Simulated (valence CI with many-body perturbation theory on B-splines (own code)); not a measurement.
## Energy levels of Tb24+

Method: relativistic CI+MBPT: five valence electrons over a frozen Dirac-Fock core [Kr], a basis of 7 s, 7 p, 8 d, 6 f, 4 g, 1 h functions for each j, with the one-electron correlation potential Σ1 (screened to all orders), the two-electron term Σ2, the three-electron term Σ3, Breit, model QED; selected single and double excitations, second order for the rest, scaled by the run's own slope (own B-spline code, finite nucleus).

No measured spectrum was set against this ion. As an estimate, terms of the open shell hold to 2 to 4 % of their energy, and close levels can change places. Among the levels kept, up to 270 cm⁻¹ of a level comes from second order outside the variational space, and about a tenth of that is noise between levels of different J, which matters for small intervals. The list stops below the first excitations out of the core.

Levels 1 to 37 of 37, with energies above the lowest level, (4d3/2^4 4d5/2) J=5/2. "Leading %" is the weight of the configuration and term that name the level; weights of strongly mixed levels are sums over their largest components and can fall short. In the jj column 3d3/2^4 stands for four electrons in 3d with j = 3/2. Lifetimes count E1, E2, E3, M1 and M2 decay at the calculated energies, and are blank where another channel may lead or the interval is too uncertain; long ones can be off by a factor of two.

```tsv
No.	Configuration	Term	J	E (cm⁻¹)	Leading %	g	Lifetime	Leading jj
1	4d5	6S	5/2	0	41	1.626		4d3/2^4 4d5/2 (67 %)
2	4d5	6S	5/2	44926	31	1.211	327 μs	4d3/2^3 4d5/2^2 (57 %)
3	4d5	4G	7/2	73046	43	1.145	559 μs	4d3/2^3 4d5/2^2 (96 %)
4	4d5	4D	3/2	75764	44	1.258	163 μs	4d3/2^3 4d5/2^2 (94 %)
5	4d5	4G	11/2	78594	49	1.150		4d3/2^3 4d5/2^2 (92 %)
6	4d5	4G	9/2	85925	51	1.156	24.2 ms	4d3/2^3 4d5/2^2 (84 %)
7	4d5	4D	5/2	88504	38	1.131	501 μs	4d3/2^3 4d5/2^2 (70 %)
8	4d5	4P	1/2	93511	54	1.801	4.96 ms	4d3/2^3 4d5/2^2 (74 %)
9	4d5	2F	7/2	105190	32	1.126	2.13 ms	4d3/2^3 4d5/2^2 (85 %)
10	4d5	2D	5/2	116920	36	1.221	110 μs	4d3/2^2 4d5/2^3 (60 %)
11	4d5	4D	7/2	128780	47	1.210	244 μs	4d3/2^2 4d5/2^3 (89 %)
12	4d5	2D	3/2	129700	51	0.798	570 μs	4d3/2^3 4d5/2^2 (61 %)
13	4d5	2I	11/2	132690	57	1.062	321 μs	4d3/2^2 4d5/2^3 (94 %)
14	4d5	2G	9/2	137970	43	1.148	338 μs	4d3/2^2 4d5/2^3 (84 %)
15	4d5	4D	1/2	139970	72	0.673	182 μs	4d3/2^2 4d5/2^3 (92 %)
16	4d5	4P	3/2	146010	52	1.197	85.0 μs	4d3/2^2 4d5/2^3 (91 %)
17	4d5	2I	13/2	146020	99	1.075	1.49 ms	4d3/2^2 4d5/2^3 (99 %)
18	4d5	2F	5/2	150730	40	1.013	164 μs	4d3/2^2 4d5/2^3 (87 %)
19	4d5	2H	9/2	165290	52	1.109	115 μs	4d3/2^2 4d5/2^3 (99 %)
20	4d5	2G	7/2	169200	61	0.990	479 μs	4d3/2^2 4d5/2^3 (97 %)
21	4d5	4F	5/2	172060	56	1.036	123 μs	4d3/2^2 4d5/2^3 (91 %)
22	4d5	2D	3/2	179520	84	0.806	302 μs	4d3/2^2 4d5/2^3 (61 %)
23	4d5	2F	7/2	187620	47	1.061	181 μs	4d3/2^2 4d5/2^3 (83 %)
24	4d5	2S	1/2	187670	51	1.865	126 μs	4d3/2^2 4d5/2^3 (58 %)
25	4d5	4P	5/2	195180	35	1.224	51.1 μs	4d3/2 4d5/2^4 (82 %)
26	4d5	2G	9/2	204300	62	1.102	277 μs	4d3/2^2 4d5/2^3 (78 %)
27	4d5	4F	7/2	214290	35	1.195	75.7 μs	4d3/2 4d5/2^4 (95 %)
28	4d5	2H	11/2	221140	62	1.068		4d3/2 4d5/2^4 (97 %)
29	4d5	2D	3/2	224590	53	0.891	58.7 μs	4d3/2 4d5/2^4 (83 %)
30	4d5	2D	5/2	236580	64	1.129	85.0 μs	4d3/2 4d5/2^4 (61 %)
31	4d5	2G	9/2	241040	76	1.111	114 μs	4d3/2 4d5/2^4 (76 %)
32	4d5	2P	3/2	244760	78	1.216	206 μs	4d3/2^2 4d5/2^3 (86 %)
33	4d5	2D	5/2	250190	62	1.108	102 μs	4d3/2^2 4d5/2^3 (43 %)
34	4d5	2G	7/2	256040	68	0.971	104 μs	4d3/2 4d5/2^4 (87 %)
35	4d5	2P	1/2	280770	73	0.987		4d3/2 4d5/2^4 (73 %)
36	4d5	2D	5/2	312410	67	1.166	37.1 μs	4d5/2^5 (66 %)
37	4d5	2D	3/2	313800	77	0.882	57.1 μs	4d3/2 4d5/2^4 (86 %)
```

The ionisation energy to 4d4 3P_0 of the next ion comes out as 816.52 eV (NIST: 816 ± 4 eV (theoretical)). All 37 levels together are meant to be complete up to 779490 cm⁻¹.
